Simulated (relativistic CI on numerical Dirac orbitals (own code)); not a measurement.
# Electric-dipole transitions in Zr³⁺

Calculated at this level of theory: Dirac-Coulomb-Breit CI, separate exchange-only KLI orbitals for each configuration, model QED (radiative potential, 1s self-energy scaled to tabulated hydrogen-like ionisation energies), valence Slater integrals scaled by 0.85, P86 correlation energy added to each configuration (own radial code, finite nucleus).

Configurations in the expansion (outside the closed core [Ar] 3d10 4s2): 4p⁶4d, 4p⁶5s, 4p⁶5p, 4p⁶4f, 4p⁶6s, 4p⁶5d, 4p⁵4d², 4p⁶6p, 4p⁶6d, 4p⁶7s, 4p⁶5f, 4p⁶5g, 4p⁶7p, 4p⁶7d, 4p⁵4d4f. Double excitations out of closed p, d and f shells are left out; levels of such configurations are missing from the list, as are those of other unlisted configurations, and high levels can miss mixing partners.

```
λ vac (Å)              Lower               Upper   A (s⁻¹)        gf  Branching (%)
   393.88    4p⁶4d ²D5/2 [2]  4p⁵4d² ²F°7/2 [45]  2.52e+09  4.69e-01           98.0
   487.33    4p⁶4d ²D3/2 [1]   4p⁶5f ²F°5/2 [16]  1.77e+09  3.77e-01           66.9
   489.84    4p⁶4d ²D5/2 [2]   4p⁶5f ²F°7/2 [17]  2.03e+09  5.83e-01           72.9
   1455.1   4p⁶5p ²P°1/2 [4]     4p⁶6s ²S1/2 [8]  5.67e+08  3.60e-01           33.1
   1505.6   4p⁶5p ²P°3/2 [5]     4p⁶6s ²S1/2 [8]  1.14e+09  7.78e-01           66.9
   1597.0   4p⁶5p ²P°1/2 [4]     4p⁶5d ²D3/2 [6]  1.69e+09  2.59e+00           84.2
   1648.7   4p⁶5p ²P°3/2 [5]     4p⁶5d ²D5/2 [7]  1.92e+09  4.69e+00          100.0
   1658.0   4p⁶5p ²P°3/2 [5]     4p⁶5d ²D3/2 [6]  3.16e+08  5.22e-01           15.8
   2234.5    4p⁶5s ²S1/2 [3]    4p⁶5p ²P°3/2 [5]  5.53e+08  1.66e+00           26.8
   2355.9    4p⁶5s ²S1/2 [3]    4p⁶5p ²P°1/2 [4]  4.72e+08  7.86e-01           24.3
   3482.0  4p⁶6p ²P°3/2 [12]    4p⁶7s ²S1/2 [15]  3.41e+08  1.24e+00           26.3
   3601.0  4p⁶6p ²P°1/2 [11]    4p⁶6d ²D3/2 [13]  3.95e+08  3.07e+00           42.5
   3704.1  4p⁶6p ²P°3/2 [12]    4p⁶6d ²D5/2 [14]  4.54e+08  5.61e+00           51.9
   3725.9  4p⁶6p ²P°3/2 [12]    4p⁶6d ²D3/2 [13]  7.51e+07  6.25e-01            8.1
   4153.9    4p⁶5d ²D5/2 [7]   4p⁶6p ²P°3/2 [12]  1.98e+08  2.05e+00           20.7
   4258.1    4p⁶5d ²D3/2 [6]   4p⁶6p ²P°1/2 [11]  2.11e+08  1.15e+00           23.8
   5462.0    4p⁶6s ²S1/2 [8]   4p⁶6p ²P°3/2 [12]  1.21e+08  2.17e+00           12.6
   5754.5    4p⁶6s ²S1/2 [8]   4p⁶6p ²P°1/2 [11]  1.05e+08  1.04e+00           11.8
   9093.1   4p⁶6d ²D5/2 [14]   4p⁶7p ²P°3/2 [21]  6.05e+07  3.00e+00           12.7
   9366.8   4p⁶6d ²D3/2 [13]   4p⁶7p ²P°1/2 [20]  6.34e+07  1.67e+00           14.4
```

Terms are leading LS components. Brackets give the number of a level in order of energy, since labels repeat. The list gives strong lines, with weight on those to low levels, without lines whose two gauges differ by over a factor of 2.5, among the lowest 60 of 181 levels, so that lines to higher ones, which can be the strongest, are missing, and without lines across small gaps between configurations, and without 73 lines that miss the measured interval by over 3.5 %, start from a term whose rates miss tabulated ones by over 60 %, have gauges far apart or, lacking measured levels, span too small a gap for the errors found; lines with a level outside our table were not tested and can miss by more. Levels whose partners in the same complex of configurations lie outside the list can be far off, and so can their lines. Rates are taken at the computed energies, electric ones in the length gauge.

For a near-neutral ion this model can misplace configurations by up to about 10,000 cm⁻¹ (more where the count of f electrons changes) and terms by 10 to 25 % of their spread. Rates follow the energies as ν³ (E1, M1) or ν⁵ (E2), so they and the lifetimes can be off by large factors. The fine structure of a lone outer electron comes out too small, for d and f at times inverted, and misplaced configurations move strength between like terms. 20 of the 31 excited levels that our extract of the measured tables holds in this range could be paired (the sources list more); they are missed by 2511 cm⁻¹ on average and 5648 at most, and levels without a partner can miss by more.

From the table, what is the radiative lifetime of 4p⁶6s ²S1/2?

The listed rates from this level add up to about 1.71e+09 s⁻¹, 100 % of its decay; with all channels τ = 5.84e-10 s.

LS names give the leading component of a level, which can be under half, so a name can repeat, a term be missing and a line seem to break the LS rules.
